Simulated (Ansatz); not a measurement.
```yaml
crystal:
  periodic: [false, false, false]
  atoms:
    - {symbol: S, position_ang: [-1.978039, 0.037161, -0.696943]}
    - {symbol: Sn, position_ang: [-0.154676, 1.613507, 0.126324]}
    - {symbol: S, position_ang: [1.881600, 0.402724, 0.500436]}
    - {symbol: H, position_ang: [-0.880526, -1.026995, -0.350602]}
    - {symbol: H, position_ang: [1.090434, -0.913729, 0.414622]}
basis:
  gaussian: {orbitals: def2-SVP}
hamiltonian: {xc: {name: rPW86-PBE}}
accuracy: high
relax: {f_tol: 0.001, max_steps: 1}
```

```sh
$ ansatz run in.yaml --threads 4 --pin off --events-out ev --progress --plain --max-ram 10444MiB
```

It prints (some lines left out):

```
Functional definition: rPW86-PBE
1623 factors; integrals over basis functions are off by at most 2.2e-9 eV
mean field evaluation 1: about -27552.6190 eV, gradient 2.2e1 eV
mean field evaluation 2: about -27538.7390 eV, gradient 6.3e1 eV
mean field evaluation 4: about -27554.1097 eV, gradient 6.3e0 eV
mean field evaluation 8: about -27554.2564 eV, gradient 1.5e-1 eV
mean field evaluation 16: about -27554.2565 eV, gradient 7.2e-6 eV
mean field -27554.25652942 eV, -1012.6002505104 hartree, gradient 5.4e-8 eV, S^2 0.000000; 0 other end points of the search recorded, 0 dependent functions left out
reference -27554.25653985 eV, -1012.6002508937 hartree; 28, 28 occupied and 44, 44 virtual orbitals, 1623 factors
relax step   1: F+E_penalty+E_count = -27554.25652942 eV  Δ(F+E_penalty+E_count) = +0.000e0 eV  max|allowed force component| = 3.290e0 eV/Å  Δτ_max = 0.0000 Å  (30 SCF iters, accepted)
Error: geometry relaxation did not converge after 1 steps: max|allowed force component| = 3.29e0 eV/Å (threshold 1.0e-3). Raise `relax.max_steps` over both its present limit and 1, loosen `relax.f_tol`, or start from a geometry closer to equilibrium. Where this run's directory can be resumed (`checkpoint.write`), a resume goes on for up to `relax.max_steps` more
```

Problem. Something in this input is off. What?

Solution. The relaxation is allowed too few steps for its threshold. No converged result was reached.
